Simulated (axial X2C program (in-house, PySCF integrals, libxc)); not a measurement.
# Working with the constants of FeCl

A bond curve at the CCSD(T) level, 2c, was computed with an in-house relativistic program for diatomic molecules (basis Fe dyall-cv3z [9s10p6d3f2g], Cl dyall-av3z [9s8p3d2f] (cores contracted in-house)) for the state Ω = 9/2 (⟨Sz⟩ = 2.50, ⟨Lz⟩ = 2.00 at HF). Its fit gives Re = 2.2002 Å, ωe = 398.5 cm⁻¹, ωexe = 1.39 cm⁻¹ and αe = 8.231e-04 cm⁻¹; the masses are 55.9349 and 34.9689 u. Two-component means X2C with spin–orbit coupling and atomic mean-field Coulomb and Gaunt terms.

Correlated methods: 15 electrons correlated (number of frozen shells: Fe 3 s, 2 p; Cl 2 s, 1 p), 249 virtual spin orbitals or spinors in MP2, 90 natural virtuals in coupled cluster.

Find the reduced mass, Be and the force constant.

From the CCSD(T) values: μ = 21.5171 u. Be = 16.8576/(μ Re²) = 0.1618 cm⁻¹. k = 5.8918×10⁻⁷ μ ωe² = 2.01 mdyn/Å.

A Morse curve ties αe to the other constants (Pekeris). How well does that hold?

αe(Morse) = 6Be²/ωe × (√(ωexe/Be) − 1) = 7.614e-04 cm⁻¹; the CCSD(T) curve gives 8.231e-04 cm⁻¹, a ratio of 0.93.

Where do the fundamental and the first overtone lie?

ν(1←0) = ωe − 2ωexe = 395.7 cm⁻¹; ν(2←0) = 2ωe − 6ωexe = 788.7 cm⁻¹.

Estimate the centrifugal constant by the Kratzer relation.

D = 4Be³/ωe² = 1.07e-07 cm⁻¹.

The state is a single determinant with fixed occupations, the lowest that a limited PBE0 search found. CCSD and (T) use frozen natural virtuals with an MP2 correction for the truncation; (T) itself is uncorrected, so its De runs slightly low. PBE0 can misorder states that lie within some tenths of an eV, so this need not be the ground state of the molecule. The nearest other spin-free determinant of the search, M_S = 5/2, Λ = 0, lies 0.15 eV up at the distance of the search. With several unpaired electrons one determinant need not be a pure state. A state of lower Ω lies just above, and one determinant can place such states too high, so the state shown need not be the lowest. The search has Ω = 1/2 only 0.09 eV up.
